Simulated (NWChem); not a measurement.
# CCl₃, doublet; SMILES Cl[C](Cl)Cl

All runs: NWChem. Spin-unrestricted. In the optimisation the excess spin sits in a (C3, its own frame). Coordinates come from a PBE0/def2-SVP, spin-unrestricted optimisation. No stability test was run on the SCF state. Solvent water, SMD (1 M gas to 1 M solution), gas-phase geometry. Reactions with the solvent are ignored.

Q: Predict the results for M06-2X/def2-TZVPD. Quantities: solvation free energy (kcal/mol); cavity-dispersion-structure term (kcal/mol); dipole in solution (D).

A: 
| Quantity | Value |
|---|---|
| solvation free energy (kcal/mol) | 1.8 |
| cavity-dispersion-structure term (kcal/mol) | 2.2 |
| dipole in solution (D) | 0.08 |
